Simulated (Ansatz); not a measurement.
Start from `NC([SiH3])S[SiH3]` and change one atom or group to get `N[CH]([SiH3])[GeH3]`.

Ansatz, PBE0-D4/def2-TZVP geometries, multiplicity 1. Each molecule was computed in one conformer, which needn't be the lowest.

Scalar relativity is left out up to krypton.

| property | `NC([SiH3])S[SiH3]` |
| --- | --- |
| HOMO–LUMO gap (ωB97M-V/def2-TZVPP) / eV | 10.64 |
| LUMO energy (B3LYP/def2-TZVPP) / eV | -0.37 |
| HOMO–LUMO gap (PBE/def2-TZVPP) / eV | 4.65 |
| size of the dipole moment (B3LYP/def2-TZVPP) / D | 0.77 |
| HOMO energy (PBE/def2-TZVPP) / eV | -5.71 |
| HOMO energy (ωB97M-V/def2-TZVPP) / eV | -9.07 |

Problem. What does the change do to each property? (An estimate is asked.)

Solution. Computed: 
```tsv
property	`N[CH]([SiH3])[GeH3]`	shift
HOMO–LUMO gap (ωB97M-V/def2-TZVPP) / eV	11.30	0.66
LUMO energy (B3LYP/def2-TZVPP) / eV	0.04	0.41
HOMO–LUMO gap (PBE/def2-TZVPP) / eV	5.13	0.48
size of the dipole moment (B3LYP/def2-TZVPP) / D	1.63	0.86
HOMO energy (PBE/def2-TZVPP) / eV	-5.65	0.06
HOMO energy (ωB97M-V/def2-TZVPP) / eV	-9.44	-0.37
```

With PBE0 the HOMO falls by 0.19 eV and the LUMO rises by 0.46 eV, so the gap widens by about 0.65 eV. PBE moves the HOMO by 0.06 eV and ωB97M-V by -0.37 eV. Dipoles are sizes alone; their direction can turn.

B3LYP here is the variant with VWN-RPA as its local correlation; programs differ in this.
